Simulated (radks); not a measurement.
Results of a calculation; reference values are marked as such.
Tb LX, 6 electrons, occupied as [He] 2s2 2p2 (the NIST ground configuration). Code: a radial shooting solver on a logarithmic mesh with Libxc functionals. Model: non-relativistic Kohn-Sham, LB94 model potential, spin-polarised, spherical densities, point nucleus; open shells are filled with parallel spins first (spin-orbit coupling, left out, can overturn this in heavy ions); relativity is left out, which matters for an element this heavy.

Normalised radial functions P(r) = r R(r), r in bohr:

r           2s up  2s down
0.001029   0.3429   0.3422
0.001247   0.4096   0.4086
0.001511   0.4877   0.4865
0.001831   0.5784   0.5771
0.002218   0.6828   0.6812
0.002688   0.8015   0.7996
0.003256   0.9341   0.9319
0.003914   1.0729   1.0704
0.004743   1.2267   1.2238
0.005747   1.3836   1.3803
0.006963   1.5339   1.5303
0.008437   1.6632   1.6592
0.01022    1.7516   1.7473
0.01239    1.7732   1.7688
0.01501    1.6971   1.6927
0.01819    1.4894   1.4852
0.02204    1.1195   1.1157
0.0267     0.5683   0.5653
0.03235   -0.1588  -0.1606
0.0392    -1.0185  -1.0187
0.0475    -1.9203  -1.9180
0.05755   -2.7283  -2.7233
0.06973   -3.2845  -3.2783
0.08382   -3.4560  -3.4513
0.1016    -3.2059  -3.2049
0.1231    -2.5863  -2.5898
0.1491    -1.7831  -1.7895
0.1807    -1.0244  -1.0310
0.2189    -0.4745  -0.4793
0.2652    -0.1700  -0.1725
0.3214    -0.0448  -0.0457

2s up: eigenvalue -12913.7 eV, 1 radial node at r = 0.0311 bohr, <r> = 0.0954 bohr, 90 % of the charge inside 0.145 bohr. 2s down: eigenvalue -12849.6 eV, 1 radial node at r = 0.0311 bohr, <r> = 0.0956 bohr, 90 % of the charge inside 0.146 bohr.
